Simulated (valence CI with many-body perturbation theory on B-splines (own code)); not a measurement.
## Energy levels of Lu XL

Level of theory: configuration interaction combined with many-body perturbation theory (CI+MBPT): four valence electrons over a frozen Dirac-Fock core [Ar] 3d10, a basis of 11 s, 11 p, 10 d, 8 f, 5 g, 2 h functions for each j, with the one-electron correlation potential Σ1 (screened to all orders), the two-electron term Σ2, the three-electron term Σ3, Breit, model QED; selected single and double excitations, second order for the rest, scaled by the run's own slope (own B-spline code, finite nucleus).

The last digits are not significant, and no measured levels were compared; by estimate large intervals hold to a few tenths of a per cent, small ones and those within an open d or f shell to about a per cent. Among the levels kept, up to 380 cm⁻¹ of a level comes from second order outside the variational space, and about a tenth of that is noise between levels of different J, which matters for small intervals.

Levels 1 to 45 of 189, with energies above the lowest level, (4s^2 4p1/2^2) J=0. "Leading %" is the weight of the configuration and term that name the level; weights of strongly mixed levels are sums over their largest components and can fall short. In the jj column 3d3/2^4 stands for four electrons in 3d with j = 3/2. Lifetimes count E1, E2, E3, M1 and M2 decay at the calculated energies, and are blank where another channel may lead or the interval is too uncertain; long ones can be off by a factor of two.

```tsv
No.	Configuration	Term	J	E (eV)	Leading %	Second component	Lifetime	Leading jj
1	4s2 4p2	3P	0	0.00	71	29 % 4s2 4p2 1S		4s^2 4p1/2^2 (99 %)
2	4s2 4p2	3P	1	72.58	99		396 ns	4s^2 4p1/2 4p3/2 (99 %)
3	4s2 4p2	1D	2	76.61	62	37 % 4s2 4p2 3P	16.3 μs	4s^2 4p1/2 4p3/2 (99 %)
4	4s2 4p2	3P	2	152.23	62	37 % 4s2 4p2 1D	223 ns	4s^2 4p3/2^2 (99 %)
5	4s2 4p2	1S	0	160.99	70	29 % 4s2 4p2 3P	171 ns	4s^2 4p3/2^2 (98 %)
6	4s 4p3	3P°	2	161.10	44	34 % 4s 4p3 5S°	53.6 ps	4s 4p1/2^2 4p3/2 (96 %)
7	4s 4p3	3D°	1	174.90	38	23 % 4s 4p3 1P°	3.78 ps	4s 4p1/2^2 4p3/2 (92 %)
8	4s2 4p 4d	3F°	2	215.08	71	20 % 4s2 4p 4d 1D°	172 ps	4s^2 4p1/2 4d3/2 (96 %)
9	4s 4p3	5S°	2	226.63	41	34 % 4s 4p3 3D°	444 ps	4s 4p1/2 4p3/2^2 (77 %)
10	4s2 4p 4d	3D°	1	231.79	51	23 % 4s2 4p 4d 1P°	808 fs	4s^2 4p1/2 4d3/2 (88 %)
11	4s 4p3	3D°	3	233.45	58	18 % 4s2 4p 4d 3F°	79.8 ps	4s 4p1/2 4p3/2^2 (58 %)
12	4s2 4p 4d	3P°	2	244.89	35	21 % 4s 4p3 3D°	2.33 ps	4s^2 4p1/2 4d5/2 (70 %)
13	4s 4p3	3P°	0	245.19	96		5.46 ps	4s 4p1/2 4p3/2^2 (96 %)
14	4s2 4p 4d	3F°	3	246.41	43	38 % 4s 4p3 3D°	3.51 ps	4s^2 4p1/2 4d5/2 (57 %)
15	4s 4p3	3P°	1	251.64	51	18 % 4s 4p3 3D°	2.95 ps	4s 4p1/2 4p3/2^2 (90 %)
16	4s 4p3	1D°	2	254.75	64	10 % 4s 4p3 3D°	1.78 ps	4s 4p1/2 4p3/2^2 (82 %)
17	4s 4p3	3S°	1	256.01	40	24 % 4s 4p3 3D°	1.38 ps	4s 4p1/2 4p3/2^2 (93 %)
18	4s2 4p 4d	3D°	2	302.81	51	21 % 4s2 4p 4d 1D°	887 fs	4s^2 4p3/2 4d3/2 (90 %)
19	4s2 4p 4d	3P°	1	303.67	52	34 % 4s2 4p 4d 3D°	1.05 ps	4s^2 4p3/2 4d3/2 (90 %)
20	4s2 4p 4d	3P°	0	304.81	95		1.08 ps	4s^2 4p3/2 4d3/2 (95 %)
21	4s 4p2 4d	5F	1	304.91	46	33 % 4s 4p2 4d 3D	22.5 ps	4s 4p1/2^2 4d3/2 (96 %)
22	4s2 4p 4d	3F°	3	305.24	38	31 % 4s2 4p 4d 1F°	1.08 ps	4s^2 4p3/2 4d3/2 (88 %)
23	4s2 4p 4d	1D°	2	307.39	29	27 % 4s2 4p 4d 3P°	270 ps	4s^2 4p3/2 4d5/2 (62 %)
24	4s 4p2 4d	3D	2	307.71	27	24 % 4s 4p2 4d 5F	25.5 ps	4s 4p1/2^2 4d3/2 (90 %)
25	4s2 4p 4d	3F°	4	309.83	99		469 ns	4s^2 4p3/2 4d5/2 (99 %)
26	4s 4p2 4d	3D	3	326.76	28	24 % 4s 4p2 4d 5D	5.10 ps	4s 4p1/2^2 4d5/2 (93 %)
27	4s2 4p 4d	1P°	1	327.25	48	24 % 4s2 4p 4d 3P°	2.45 ps	4s^2 4p3/2 4d5/2 (76 %)
28	4s2 4p 4d	3D°	3	327.52	50	48 % 4s2 4p 4d 1F°	1.43 ps	4s^2 4p3/2 4d5/2 (90 %)
29	4p4	3P	2	330.53	20	16 % 4s 4p2 4d 3F	5.88 ps	4s 4p1/2^2 4d5/2 (64 %)
30	4s 4p3	3P°	2	330.71	31	18 % 4s2 4p 4d 3P°	1.41 ps	4s 4p3/2^3 (59 %)
31	4s 4p3	1P°	1	341.33	32	18 % 4s2 4p 4d 1P°	969 fs	4s 4p3/2^3 (71 %)
32	4p4	3P	2	347.07	39	18 % 4p4 1D	1.98 ps	4p1/2^2 4p3/2^2 (57 %)
33	4p4	1S	0	349.39	53	34 % 4p4 3P	2.53 ps	4p1/2^2 4p3/2^2 (87 %)
34	4s 4p2 4d	5D	0	370.14	86	12 % 4s 4p2 4d 3P	30.6 ps	4s 4p1/2 4p3/2 4d3/2 (96 %)
35	4s 4p2 4d	5D	1	370.33	56	20 % 4s 4p2 4d 5F	30.7 ps	4s 4p1/2 4p3/2 4d3/2 (97 %)
36	4s 4p2 4d	5F	2	370.85	44	16 % 4s 4p2 4d 5D	9.79 ps	4s 4p1/2 4p3/2 4d3/2 (94 %)
37	4s 4p2 4d	5F	3	372.68	47	31 % 4s 4p2 4d 3F	24.3 ps	4s 4p1/2 4p3/2 4d3/2 (92 %)
38	4s 4p2 4d	5F	4	378.77	32	29 % 4s 4p2 4d 3G	134 ps	4s 4p1/2 4p3/2 4d3/2 (83 %)
39	4s 4p2 4d	3G	3	385.20	34	24 % 4s2 4p 4f 3G	23.3 ps	4s 4p1/2 4p3/2 4d3/2 (63 %)
40	4s 4p2 4d	5D	4	385.24	51	29 % 4s 4p2 4d 5F	282 ps	4s 4p1/2 4p3/2 4d5/2 (97 %)
41	4s 4p2 4d	3F	2	385.69	63	11 % 4s 4p2 4d 5D	4.23 ps	4s 4p1/2 4p3/2 4d3/2 (77 %)
42	4s 4p2 4d	5P	3	388.36	32	18 % 4s 4p2 4d 3F	1.22 ps	4s 4p1/2 4p3/2 4d3/2 (69 %)
43	4s 4p2 4d	5P	2	390.56	33	21 % 4s 4p2 4d 3D	941 fs	4s 4p1/2 4p3/2 4d3/2 (88 %)
44	4s 4p2 4d	5P	1	391.03	29	18 % 4s 4p2 4d 3P	1.09 ps	4s 4p1/2 4p3/2 4d3/2 (91 %)
45	4s 4p2 4d	3D	1	393.20	28	19 % 4s 4p2 4d 1P	1.54 ps	4s 4p1/2 4p3/2 4d3/2 (78 %)
```

The ionisation energy to 4s2 4p 2P°_1/2 of the next ion comes out as 1877 eV (NIST: 1875 ± 4 eV (theoretical)). All 189 levels together are meant to be complete up to 581.43 eV.
